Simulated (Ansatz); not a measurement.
Geometry optimisation, RKS PBE0-D4/def2-SVP (Ansatz 0.2.0).

Input:

```yaml
crystal:
  periodic: [false, false, false]
  atoms:
    - { symbol: C, position_ang: [-0.62904, 1.39515, -0.21256] }
    - { symbol: O, position_ang: [0.53944, 1.28296, -0.65249] }
    - { symbol: Ga, position_ang: [1.8113, -0.50202, -0.55507] }
    - { symbol: In, position_ang: [-1.09645, -1.20513, 0.83446] }
    - { symbol: H, position_ang: [-0.81622, 1.82575, 0.77848] }
    - { symbol: H, position_ang: [-1.49311, 1.27626, -0.87752] }
    - { symbol: H, position_ang: [3.60132, -1.16882, -0.86844] }
    - { symbol: H, position_ang: [-1.91724, -2.90415, 1.55313] }
basis:
  gaussian: { orbitals: def2-SVP }
hamiltonian:
  xc: pbe0
  dispersion: d4
relax:
  f_tol: 0.02
  max_steps: 50
output:
  orbitals: {}
```

Command:

```bash
$ ansatz run input.yaml --threads 2 --pin off --max-ram 3072MiB --backend cpu --events-out ev --progress --plain --runs-dir out
```

**Question.** Where does it end, and by what steps?

**Answer.** It converged. After 11 steps the energy has fallen by 1.850 eV; H7 moved furthest, 0.75 Å. Joined: C1–In4, Ga3–H7.

```json
{"step": "0", "energy less start (eV)": "0.0000", "largest force component (eV/Å)": "1.073", "accepted": "yes"}
{"step": "1", "energy less start (eV)": "-0.5072", "largest force component (eV/Å)": "0.878", "accepted": "yes"}
{"step": "2", "energy less start (eV)": "-0.9075", "largest force component (eV/Å)": "1.251", "accepted": "yes"}
{"step": "3", "energy less start (eV)": "-1.2856", "largest force component (eV/Å)": "1.700", "accepted": "yes"}
{"step": "4", "energy less start (eV)": "-1.6399", "largest force component (eV/Å)": "1.488", "accepted": "yes"}
{"step": "5", "energy less start (eV)": "-1.7220", "largest force component (eV/Å)": "2.399", "accepted": "yes"}
{"step": "6", "energy less start (eV)": "-1.8275", "largest force component (eV/Å)": "0.786", "accepted": "yes"}
{"step": "7", "energy less start (eV)": "-1.8374", "largest force component (eV/Å)": "0.224", "accepted": "yes"}
{"step": "8", "energy less start (eV)": "-1.8477", "largest force component (eV/Å)": "0.128", "accepted": "yes"}
{"step": "9", "energy less start (eV)": "-1.8492", "largest force component (eV/Å)": "0.083", "accepted": "yes"}
{"step": "10", "energy less start (eV)": "-1.8500", "largest force component (eV/Å)": "0.027", "accepted": "yes"}
{"step": "11", "energy less start (eV)": "-1.8500", "largest force component (eV/Å)": "0.015", "accepted": "yes"}
```

```xyz
8
Properties=species:S:1:pos:R:3
C -0.603 0.955 -0.077
O 0.702 0.948 -0.552
Ga 1.603 -0.646 -0.379
In -0.809 -1.170 0.657
H -0.752 1.681 0.744
H -1.341 1.180 -0.869
H 3.089 -0.624 -0.922
H -1.888 -2.323 1.398
```

Whether the end is a true minimum wasn't checked by a vibrational analysis.

Time of the run: 51 s on 2 threads of Arm Neoverse V1, with other jobs on the host, peak memory 0.26 GiB.
